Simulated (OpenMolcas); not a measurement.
Dy2+ with 6 ligands (iodide) in trigonal antiprismatic coordination (D3d), a polar angle of 52.0° against the regular 54.74°. A charge of +0.667 e stands 2.8 Å behind each ligand. Ligand basis ANO-RCC-VDZP.

- Program: OpenMolcas 26.06
- Method: CASSCF
- Basis: ANO-RCC-VDZP [7s6p4d2f1g]
- Scalar Hamiltonian: DKH2, point nucleus
- Active space: 10 electrons in 7 orbitals (4f)
- State averaging: 2S+1 = 5 even, 35 roots (32 in the spin-orbit step); 2S+1 = 3 even, 106 roots kept (CI in the orbitals of an earlier block); 2S+1 = 1 even, 44 roots kept (CI in the orbitals of an earlier block, 31 in the spin-orbit step)
- Spin-orbit coupling: RASSI with atomic mean-field integrals over the reference wave functions

All ligands move together. At R = 3.06 Å the width of the lowest J multiplet is 51 cm-1, and at R = 3.2 Å it is 46 cm-1.

**Question.** A third run gives 39 cm-1. What distance was it run at?

**Answer.** With a power law R^-n the two known points give n = -ln(46 / 51) / ln(3.2 / 3.06) = 2.31. Then R = 3.06 × (51 / 39)^(1/2.31) = 3.437 Å. The run was at 3.41 Å, so the estimate is off by +0.027 Å.

High states are left out of the spin-orbit mixing, which shifts the levels that they would mix with. Without dynamic correlation the ligand-field splitting of an f shell can come out too small, at times by half. A group larger than the point group allows holds several states that coincide in this model. No measured value stands beside these numbers; the geometry was imposed, not optimised, and the real ion may take another.
